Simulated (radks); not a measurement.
The numbers below are computed, except where a source is named.
Problem. Ionisation of Sc, [Ar] 3d1 4s2, to Sc+, [Ar] 3d1 4s1, under several functionals. Non-relativistic Kohn-Sham, spin-polarised, spherical densities, point nucleus; open shells are filled with parallel spins first; a radial shooting solver on a logarithmic mesh with Libxc functionals. The NIST Atomic Spectra Database gives 6.561 eV (measured). Rank these functionals by the error of their Delta-SCF ionisation energy: AM05; revTPSS; exchange-only LDA; BP86; OLYP; exchange-only r2SCAN; BLYP; RPBE; B86b exchange with PBE correlation; exchange-only PBE.

Solution. From best to worst: BP86 6.558 eV (-0.003); BLYP 6.472 eV (-0.090); B86b exchange with PBE correlation 6.426 eV (-0.135); RPBE 6.405 eV (-0.157); revTPSS 6.341 eV (-0.221); AM05 6.313 eV (-0.248); OLYP 6.305 eV (-0.256); exchange-only PBE 5.716 eV (-0.846); exchange-only LDA 5.392 eV (-1.170); exchange-only r2SCAN 5.261 eV (-1.300). Open shells are spherical and high-spin; term and fine-structure splittings are not resolved.
